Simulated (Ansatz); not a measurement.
```yaml
crystal:
  periodic: [false, false, false]
  atoms:
    - {symbol: C, position_ang: [-0.520233, -1.011845, 2.474571]}
    - {symbol: O, position_ang: [-0.349914, -0.402468, 1.239178]}
    - {symbol: Zr, position_ang: [-0.054878, 0.594098, -0.372069]}
    - {symbol: C, position_ang: [1.607133, -0.501366, -1.405022]}
    - {symbol: N, position_ang: [-1.679676, 0.434979, -1.595293]}
    - {symbol: O, position_ang: [0.517103, 2.434527, -0.251618]}
    - {symbol: H, position_ang: [-1.566767, -0.952843, 2.793306]}
    - {symbol: H, position_ang: [-0.236770, -2.068479, 2.422476]}
    - {symbol: H, position_ang: [0.098520, -0.528529, 3.238676]}
    - {symbol: H, position_ang: [1.348854, -1.551604, -1.580760]}
    - {symbol: H, position_ang: [1.841251, -0.053313, -2.377100]}
    - {symbol: H, position_ang: [2.523805, -0.482617, -0.802915]}
    - {symbol: H, position_ang: [-2.360375, -0.312161, -1.584446]}
    - {symbol: H, position_ang: [-1.969664, 1.121052, -2.278866]}
    - {symbol: H, position_ang: [0.801611, 3.280577, 0.079884]}
basis:
  gaussian: {orbitals: ANO-RCC-VTZP}
hamiltonian: {xc: {name: B2PLYP}, dispersion: rvv10}
output: {forces: true}
```

```sh
$ ansatz run in.yaml --threads 2 --pin off --events-out ev --progress --plain --max-ram 20480MiB --backend cuda --devices 0, --max-vram 18GiB
```

How does Ansatz answer? (Estimate.)

Ansatz gave: The program refused the input.
```
Error: invalid value for `hamiltonian.dispersion`: this functional's text states its nonlocal part
```
